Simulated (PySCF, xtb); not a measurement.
C3H7FSi2, SMILES C#C[SiH2][C@H](F)[SiH3].

xtb with GFN2-xTB at its own geometry gives an orbital gap of 4.53 eV and a dipole moment of 2.16 D.

Coordinates come from a B3LYP-D3(BJ)/def2-SVP optimisation. The structure was generated by enumeration; whether it is a known compound was not checked. The values are those of a single conformer.

### Question
What does r2SCAN/def2-TZVP (PySCF) give? (The exact figures need the calculation; the answer reports its results.)

### Answer
gap 5.88 eV (levels -7.11 and -1.23 eV), dipole 1.97 D.
